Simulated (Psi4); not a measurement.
tellurium hexafluoride (F6Te), singlet, at a GFN2-xTB geometry (core potentials on Te). Base run: M06-2X/def2-SVP (Psi4 1.11).

Here is a job for Psi4.
```
memory 2 GB

molecule {
0 1
F    -0.45314588   -1.29290688   -1.28881114
Te   -0.00000000    0.00000000   -0.00000000
F     1.81854678   -0.20347278   -0.43528149
F     0.15978096   -1.35091604    1.29903018
F    -0.15978096    1.35091604   -1.29903018
F     0.45314588    1.29290688    1.28881114
F    -1.81854678    0.20347278    0.43528149
}

set {
  basis def2-svp
}

energy('m06-2x')
print_variables()
```

Each row names what was changed in the base input (with any setting that the change needs).

```
change                         ΔE vs base (µEh)  SCF cycles  grid points  basis functions
-----------------------------  ----------------  ----------  -----------  ---------------
base                                        0.0           8       151266              110
diis_max_vecs = 15                          0.0           8       151266              110
damping_percentage = 20                     0.2          18       151266              110
dft_pruning_scheme = treutler               0.0           8        93414              110
dft_basis_tolerance = 1e-8                  0.0           8       149707              110
dft_radial_scheme = mura                    520           8       152860              110
scf_type = cd                              -402           8       151266              110
guess = sadno                               0.0           9       151266              110
dft_radial_points = 99                      551           8       199360              110
d_convergence = 1e-8                        0.0          12       151266              110
guess = sap                                 0.0          10       151266              110
scf_type = dfdirj+link                     -382           8       151266              110
damping_percentage = 50                    -0.7          53       151266              110
```
